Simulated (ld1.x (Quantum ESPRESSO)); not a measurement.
# Tl, TM semilocal: configuration errors across variants

ld1.x (Quantum ESPRESSO) 7.5 input, shortened:

```
&input
   title='Tl', zed=81., rel=0, dft='PZ', iswitch=3,
   config='[Xe] 4f14 5d10 6s2 6p0 6d-2'
 /
 &inputp
   pseudotype=1, tm=.true., lloc=1,
   nlcc=.true., new_core_ps=.true., rcore=2.15
 /
3
6S  1  0   2.00   0.00  2.45  2.45  0.0
6D  3  2  -2.00   0.10  3.30  3.30  0.0
6P  2  1   0.00   0.00  3.00  3.00  0.0
 &test
   configts(1)='6s2 6p0'
 /
```

All-electron excitation energies from the reference (eV): (1) 6s2 6p1 -5.559; (2) 6s1 6p0 18.255; (3) 6s2 6p0.5 -3.502; (4) 6s1 6p1 5.755; (5) 6s0 6p3 4.868; (6) 6s2 6p1.3 -6.166; (7) 6s1 6p2 -0.453; (8) 6s2 6p1 spin -5.667; (9) 6s1 6p0 spin 18.056.

Spin tests fill each open shell by Hund’s rule, majority spin first.

A semilocal file is local in each channel, so a ghost entry of none says nothing of the separable form that plane-wave codes build from it.

Errors AE − PS in meV (a dash: test not solved or not reliable):

```csv
change,(1),(2),(3),(4),(5),(6),(7),(8),(9),bound ghosts
base,-13,-101,-4.9,-14,-24,-17,-4.5,-14,-110,none
"all radii but the core radius scaled by about 0.75 (s 1.84, p 2.26, d 2.48 bohr)",-12,-100,-4.6,-16,-35,-15,-7.0,-13,-112,none
"all radii but the core radius scaled by about 0.84 (s 2.06, p 2.54, d 2.78 bohr)",-13,-101,-4.8,-16,-30,-17,-6.1,-13,-110,none
"all radii but the core radius scaled by about 0.96 (s 2.34, p 2.88, d 3.16 bohr)",-13,-100,-4.9,-14,-26,-17,-5.0,-14,-109,none
"all radii but the core radius scaled by about 1.19 (s 2.92, p 3.58, d 3.94 bohr)",-13,-108,-5.1,-14,-27,-15,-5.4,-14,-124,none
"all radii but the core radius scaled by about 1.30 (s 3.18, p 3.90, d 4.30 bohr)",-12,-117,-5.0,-17,-40,-14,-8.4,-14,-137,none
"all radii but the core radius scaled by about 1.37 (s 3.36, p 4.10, d 4.52 bohr)",-11,-125,-5.0,-20,-54,-13,-12,-14,-149,none
```

Problem. Give the same row for: all radii but the core radius scaled by about 1.11 (s 2.72, p 3.32, d 3.66 bohr).

Solution. -13, -103, -5.0, -13, -23, -16, -4.2, -14, -115; bound ghosts: none.
